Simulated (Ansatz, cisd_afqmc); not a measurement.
Species: BHI$_{2}$, charge 0, singlet. BHI2 (diiodoborane, SMILES IBI).
B3LYP-D3(BJ)/def2-TZVP minimum from Ansatz (a first-principles code):
```
B
H 1 1.1800
I 1 2.1136 2 118.54
I 1 2.1136 2 118.54 3 -180.00
```
Charge 0, spin multiplicity 1.

Total energies in def2-SVP, 18 correlated electrons, 19 frozen orbitals. Open shells are spin-unrestricted; no spin-orbit coupling. Correlated methods leave the cores frozen (noble-gas shells, and filled d and f shells in the p block). Past Kr the def2 sets carry scalar-relativistic core potentials. AFQMC/CISD: phaseless, guided by CISD from CCSD amplitudes; bars are statistical, one sigma. Outlying blocks are dropped, and bars are widened where a walk drifts. Over all cases where full CI ran beside it in this data, AFQMC minus full CI had a median of +0.1 mEh and passed +0.4 mEh in a tenth of the cases. Spin-orbit terms, left out, reach several kcal/mol for Br and I, and more for heavier atoms.

```json
[
 {"method": "HF", "program": "Ansatz", "energy (Eh)": "-618.59085", "minus CCSDT(Q) (mEh)": "318.06"},
 {"method": "MP2", "program": "Ansatz", "energy (Eh)": "-618.87071", "minus CCSDT(Q) (mEh)": "38.20"},
 {"method": "CCSD", "program": "Ansatz", "energy (Eh)": "-618.89771", "minus CCSDT(Q) (mEh)": "11.20"},
 {"method": "CCSD(T)", "program": "Ansatz", "energy (Eh)": "-618.90742", "minus CCSDT(Q) (mEh)": "1.49"},
 {"method": "CCSDT(Q)", "program": "Ansatz", "energy (Eh)": "-618.90892", "minus CCSDT(Q) (mEh)": "0.00"},
 {"method": "AFQMC/CISD", "program": "cisd_afqmc", "energy (Eh)": "-618.9085 ± 0.0004", "minus CCSDT(Q) (mEh)": "0.4 ± 0.4"}
]
```

Rough core times of Ansatz's runs on a shared machine: CCSD(T) under 20 s, CCSDT(Q) 70 s.
